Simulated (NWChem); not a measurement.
C2H6N cation; SMILES C=[NH+]C

```xyz
9

C      0.2258    -1.2341     0.0000
N     -0.4067    -0.1281     0.0000
C      0.1707     1.2087     0.0000
H      1.3220    -1.2344     0.0000
H     -0.3296    -2.1783     0.0000
H     -1.4318    -0.1683     0.0000
H     -0.1786     1.7448     0.8944
H      1.2649     1.1415     0.0000
H     -0.1786     1.7448    -0.8944
```
Atoms are numbered in this order, from 1.

The geometry was optimised at PBE0/def2-SVP.

Symmetry labels are those of Cs in the frame above (b1 and b2, or b-type labels, depend on it).

**Question.** List the 4 lowest vertical singlet excitations from LRC-wPBEh/6-31G* (spherical d), TDA (NWChem).

**Answer.** 
```json
[
 {"state": "S1", "energy (eV)": "8.00", "oscillator strength": "0.000", "symmetry": "a\"", "leading excitation (squared amplitude)": "HOMO−2 → LUMO (0.95)"},
 {"state": "S2", "energy (eV)": "8.26", "oscillator strength": "0.001", "symmetry": "a\"", "leading excitation (squared amplitude)": "HOMO−1 → LUMO (0.95)"},
 {"state": "S3", "energy (eV)": "8.30", "oscillator strength": "0.364", "symmetry": "a'", "leading excitation (squared amplitude)": "HOMO → LUMO (0.90)"},
 {"state": "S4", "energy (eV)": "10.67", "oscillator strength": "0.003", "symmetry": "a\"", "leading excitation (squared amplitude)": "HOMO−4 → LUMO (0.88)"}
]
```
